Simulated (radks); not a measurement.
Neutral barium inside a hard spherical wall (all orbitals vanish at R), configuration held at [Xe] 6s2 and not refilled when levels cross. All-electron calculation, scalar-relativistic Kohn-Sham, PBE, spin-polarised, spherical densities, point nucleus. Program: a radial shooting solver on a logarithmic mesh with Libxc functionals. Eigenvalues in eV for spin up, with the zero of energy where the potential of the charges vanishes at infinity; a dash marks a level that is unbound or too diffuse for the functional's potential to be trusted. A positive occupied level is held by the wall or, in an anion where self-interaction has pushed it up, behind a barrier. The pressure on the wall is -dE/dV.

R (bohr)  E (hartree)  kinetic (hartree)    e(4d)    e(5s)    e(5p)   e(6s)  e(5d, empty)  e(6p, empty)  pressure (GPa)
free       -8135.5648           8588.776  -89.681  -33.675  -18.737  -3.230        -2.019        -1.243               0
20         -8135.5648           8588.776  -89.681  -33.674  -18.736  -3.230        -2.018        -1.242        < 0.0001
15         -8135.5647           8588.777  -89.673  -33.666  -18.728  -3.224        -2.011        -1.217        0.000680
8          -8135.5302           8588.974  -88.561  -32.600  -17.695  -2.213        -1.082         0.592            1.06
6          -8135.3756           8589.601  -86.470  -30.679  -15.879   0.803         0.921         5.213            10.9
5          -8135.0857           8590.695  -84.035  -28.614  -13.939   5.522         3.493        11.857            44.3
4          -8134.1492           8594.227  -78.259  -24.131   -9.480  18.452         9.835        28.467             248
3          -8130.1364           8608.233  -62.479  -11.470    4.727  61.778        29.951        78.828            2130
2.5        -8123.4383           8629.452  -46.060    5.324   24.625  120.00        57.030        142.92            7800
